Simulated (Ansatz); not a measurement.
Basis sets compared for tetramethylammonium trifluoroacetate (C6H12F3NO2). The state is a singlet with charge 0. Geometry PBE0-D4/def2-SVP. Ansatz on 6 threads of Arm Neoverse N1 on a shared host; times are rough, and most runs start from earlier orbitals.

```
atom    x (Å)    y (Å)    z (Å)
  C1   0.2367  -0.6846  -1.5243
  N2   0.8848   0.5421  -0.9704
  C3  -0.1734   1.5275  -0.5921
  C4   1.7920   1.1402  -1.9758
  C5   1.6505   0.1544   0.2521
  H6  -0.4142  -0.3930  -2.3580
  H7   1.0243  -1.3622  -1.8794
  H8  -0.3252  -1.1562  -0.6960
  H9  -0.8413   1.0773   0.1810
 H10   0.3208   2.4244  -0.1962
 H11  -0.7407   1.7851  -1.4960
 H12   2.5671   0.4117  -2.2464
 H13   1.2120   1.4127  -2.8668
 H14   2.2589   2.0380  -1.5510
 H15   2.4825  -0.4947  -0.0511
 H16   0.9547  -0.4023   0.9068
 H17   2.0356   1.0638   0.7300
 O18  -0.6533  -1.5305   1.2072
 C19  -1.5832  -0.8586   1.7025
 O20  -1.9107   0.3154   1.4847
 C21  -2.4754  -1.5883   2.7398
 F22  -2.5107  -0.9167   3.8966
 F23  -3.7350  -1.6817   2.2932
 F24  -2.0569  -2.8240   3.0096
```

Binding counts from free atoms (C triplet, N quartet, H doublet, O triplet, F doublet) in the same basis, without a counterpoise term.

```csv
level,functions,energy (Eh),HOMO (eV),LUMO (eV),binding per atom (eV),wall time
HF/STO-3G,72,-726.8288,-3.96,11.94,3.12,0.8 s
HF/6-31G,132,-736.3582,-10.38,4.16,2.59,1.9 s
PBE-D4/def2-SVP,228,-739.2211,-4.46,-0.67,4.33,4.5 s
PBE0-D4/def2-SVP,228,-739.2523,-6.26,0.19,4.21,8 s
```

(1) Estimate the rows for PBE-D4/def2-TZVP, PBE0-D4/def2-TZVP (with forces).

## Answers

(1) 
```csv
level,functions,energy (Eh),HOMO (eV),LUMO (eV),binding per atom (eV),wall time
PBE-D4/def2-TZVP,444,-740.0857,-4.89,-1.06,4.26,10 s
PBE0-D4/def2-TZVP (with forces),444,-740.1088,-6.55,-0.24,4.14,33 s
```
